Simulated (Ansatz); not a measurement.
`B[SiH](N)F` + CH₃NH₂ → `CN[SiH](N)F` + BH₃  (cleavage of the Si–B bond)

Gas-phase electronic energies from Ansatz, PBE0-D4/def2-TZVP geometries. CBS: MP2 limit from def2 TZ/QZ plus the TZ coupled-cluster correction, frozen cores. This one scheme is used for every species. DFT in def2-TZVPP. Each species was taken in one conformer, which may not be the lowest.

```json
{"species": "`B[SiH](N)F`", "BLYP-D4 energy (Eh)": "-472.05500"}
{"species": "CH₃NH₂", "BLYP-D4 energy (Eh)": "-95.85528"}
{"species": "`CN[SiH](N)F`", "BLYP-D4 energy (Eh)": "-541.35190"}
{"species": "BH₃", "BLYP-D4 energy (Eh)": "-26.59311"}
```

Task: Work out ΔE.

Result: ΔE = (-541.35190) + (-26.59311) − (-472.05500) − (-95.85528) = -0.03473 Eh = -21.8 kcal/mol. CCSD(T)/CBS gives -23.7 kcal/mol.

Largest T1 diagnostic among the species: 0.012.

From BLYP to BHLYP (50 % exact exchange), in def2-TZVPP and without D4, ΔE moves by −4.3 kcal/mol. At CCSD(T), def2-SVP lies +1.7 kcal/mol from the extrapolated value and def2-TZVPP −0.0 kcal/mol.
